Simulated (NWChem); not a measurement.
System: KF; SMILES [F][K]

Here is an NWChem input.

```
start job
memory heap 200 mb stack 900 mb global 1100 mb
geometry units angstroms noautosym nocenter noautoz
  K      0.000000     0.000000    -0.726899
  F      0.000000     0.000000     1.449041
end
basis spherical
  * library def2-svpd
end
dft
  xc xcamb88 1.00 lyp 0.81 vwn_5 0.19 hfexch 1.00
  cam 0.33 cam_alpha 0.19 cam_beta 0.46
  iterations 150
end
property
  response 1 0.0
end
task dft property
```

Coordinates come from a B3LYP/6-31G* (spherical d) optimisation.

Static field.

Task: What results follow from this input? (CAM-B3LYP/def2-SVPD.) Quantities: isotropic polarisability (bohr³); anisotropy (bohr³).

Result: 
| Quantity | Result |
|---|---|
| isotropic polarisability (bohr³) | 15.8 |
| anisotropy (bohr³) | 4.4 |
